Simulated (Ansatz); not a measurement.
Geometry optimisation, RKS PBE-D4/def2-SVP (Ansatz 0.2.0).

Input:

```yaml
crystal:
  periodic: [false, false, false]
  atoms:
    - { symbol: Si, position_ang: [-0.898448, -0.848592, -1.047112] }
    - { symbol: H, position_ang: [0.360019, -0.940487, -0.343784] }
    - { symbol: F, position_ang: [-0.882451, -1.906498, -2.272527] }
    - { symbol: F, position_ang: [-2.169027, -1.217562, -0.126328] }
    - { symbol: F, position_ang: [-1.124317, 0.607687, -1.725274] }
    - { symbol: H, position_ang: [0.354378, 1.474282, 0.81481] }
    - { symbol: O, position_ang: [-0.598733, 1.399781, 1.010755] }
    - { symbol: H, position_ang: [2.075677, -0.53407, 0.424307] }
    - { symbol: O, position_ang: [2.188439, 0.175932, 1.080994] }
    - { symbol: H, position_ang: [-1.009725, 1.967252, 0.332494] }
    - { symbol: H, position_ang: [1.704289, -0.177826, 1.851766] }
basis:
  gaussian: { orbitals: def2-SVP }
hamiltonian:
  xc: pbe
  dispersion: d4
relax:
  f_tol: 0.03
  max_steps: 50
```

Command:

```bash
$ ansatz run input.yaml --threads 2 --pin off --max-ram 3072MiB --backend cpu --events-out ev --progress --plain --runs-dir out
```

Q: Where does it end, and by what steps?

A: The run converged. The force dipped under the threshold on the way, but the program's further checks kept it going. After 27 steps the energy has fallen by 0.588 eV; F5 moved furthest, 1.98 Å.

```
step  energy less start (eV)  largest force component (eV/Å)  accepted
   0                  0.0000                           0.618       yes
   1                 -0.0476                           1.322       yes
   2                 -0.1315                           0.636       yes
   3                 -0.2031                           0.358       yes
   4                 -0.2732                           0.539       yes
   5                 -0.2999                           1.048       yes
   6                 -0.3382                           0.400       yes
   7                 -0.3523                           0.181       yes
   8                 -0.3580                           0.068       yes
   9                 -0.3617                           0.061       yes
  10                 -0.3691                           0.093       yes
  11                 -0.3697                           0.477       yes
  12                 -0.3863                           0.488       yes
  13                 -0.4248                           0.160       yes
  14                 -0.4598                           0.231       yes
  15                 -0.5040                           0.329       yes
  16                 -0.5404                           0.566       yes
  17                 -0.5430                           0.411       yes
  18                 -0.5707                           0.140       yes
  19                 -0.5752                           0.117       yes
  20                 -0.5773                           0.218       yes
  21                 -0.5813                           0.154       yes
  22                 -0.5838                           0.074       yes
  23                 -0.5854                           0.017       yes
  24                 -0.5867                           0.041       yes
  25                 -0.5872                           0.038       yes
  26                 -0.5875                           0.034       yes
  27                 -0.5876                           0.009       yes
```

```xyz
11
Properties=species:S:1:pos:R:3
Si -0.932 -0.818 -0.771
H -1.017 -1.913 0.223
F -1.190 -1.663 -2.152
F -2.119 0.303 -0.956
F 0.577 -0.238 -1.173
H 0.330 0.658 1.080
O -0.628 0.329 0.998
H 1.779 0.727 -0.125
O 1.883 1.063 0.795
H -1.172 1.132 0.873
H 2.489 0.419 1.208
```

Run time: 30 s on 2 threads of Intel(R) Xeon(R) 6975P-C (Granite Rapids), on a shared host, peak memory 0.17 GiB.
